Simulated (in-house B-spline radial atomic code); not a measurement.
## Te III (Te2+): [Kr] 4d10 5s2 5p2

Computed with an all-electron radial atomic-structure program (B-spline basis): non-relativistic B97-1, spin-polarised, spherical fractional occupations, exact exchange averaged over the configuration, point nucleus.

Screening seen three ways: the hydrogenic charge with the same mean radius, Z_r = [3n² - l(l+1)]/(2<r>), the one with the same energy, Z_e = n√(-2ε), and Slater's rules. Values are occupation-weighted means over spin.

```csv
shell,electrons,ε (eV),<r> (bohr),Z_r,Z_e,Slater
1s,2,-30493,0.02924,51.30,47.34,51.70
2s,2,-4600.7,0.126,47.62,36.78,47.85
2p,6,-4316,0.1074,46.56,35.62,47.85
3s,2,-937.08,0.3355,40.24,24.90,40.75
3p,6,-817.9,0.3261,38.33,23.26,40.75
3d,10,-597.34,0.2968,35.38,19.88,30.85
4s,2,-177.35,0.7942,30.22,14.44,24.25
4p,6,-135.83,0.8338,27.59,12.64,24.25
4d,10,-65.421,0.9597,21.88,8.77,12.85
5s,2,-32.243,2.062,18.18,7.70,7.65
5p,2,-23.869,2.345,15.57,6.62,7.65
```

The least bound orbital is 5p up at -23.87 eV, and it is also the most diffuse (<r> = 2.345 bohr).
